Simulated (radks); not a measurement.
Values are calculated unless marked as measured or tabulated.
Valence configurations of neutral antimony (all share [Kr]). Code: a radial shooting solver on a logarithmic mesh with Libxc functionals. Model: scalar-relativistic Kohn-Sham, BLYP, spin-polarised, spherical densities, point nucleus; open shells are filled with parallel spins first (spin-orbit coupling, left out, can overturn this in heavy ions). Energies are relative to 4d10 5s2 5p3; eigenvalues in eV for spin up.

| valence | E (eV) | moment (Bohr magnetons) | e(4d) | e(5p) | e(5s) |
|---|---|---|---|---|---|
| 4d10 5s2 5p3 | 0.000 | 3 | -33.107 | -5.150 | -13.168 |
| 4d10 5s1.5 5p3.5 | 4.018 | 3 | -33.869 | -5.475 | -13.659 |
| 4d10 5s1 5p4 | 8.077 | 3 | -34.616 | -5.793 | -14.136 |
| 4d9.5 5s2 5p3.5 | 15.105 | 3 | -36.392 | -5.675 | -14.144 |
| 4d10 5p5 | 17.508 | 1 | -35.987 | -6.006 | - |
| 4d9.5 5s1 5p4.5 | 23.566 | 3 | -37.835 | -6.286 | -15.054 |
| 4d9 5s2 5p4 | 31.303 | 3 | -39.655 | -6.171 | -15.066 |
| 4d9.5 5p5.5 | 33.234 | 1 | -39.096 | -6.409 | - |
| 4d8 5s1 5p6 | 76.461 | 3 | -47.424 | -7.613 | -17.563 |

NIST lists [Kr] 4d10 5s2 5p3 as the ground configuration; this level of theory agrees among the configurations tried. The energies are those of spherical high-spin densities, not of single terms.
